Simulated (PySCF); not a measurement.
# Arsenic: a sound run and one with changed settings

Sound run: As⁺ [Ar] 3d10 4s2 4p2, As²⁺ [Ar] 3d10 4s2 4p1. All numbers are calculated (PySCF 2.14, scalar relativity by spin-free X2C-1e, in x2c-SVPall (5s4p3d, 32 functions)). In the sound run the correlated levels freeze [Ar] 3d10. The sound run starts from symmetry-adapted Hartree-Fock orbitals and uses a fine grid where one is needed.

Changed run: a valence shell is frozen. This setting is unsound on purpose.

```tsv
species	method	sound run (hartree)	changed run (hartree)	converged
As⁺	MP2	-2258.31988	-2258.28049	yes
As⁺	CCSD(T)	-2258.33699	-2258.28236	yes
```

Ionisation energy of As⁺:

| method | sound run (eV) | changed run (eV) |
| --- | --- | --- |
| UHF | 18.001 | 18.001 |
| MP2 | 18.262 | 18.121 |
| SCS-MP2 | 18.195 | 18.041 |
| CCSD | 18.288 | 18.172 |
| CCSD(T) | 18.296 | 18.172 |
| CCSDT | n/a | 18.172 |
| FCI | n/a | 18.172 |

Freezing a valence shell removes pair correlation that changes on ionisation.

For comparison, NIST gives 18.589 eV between the lowest levels.
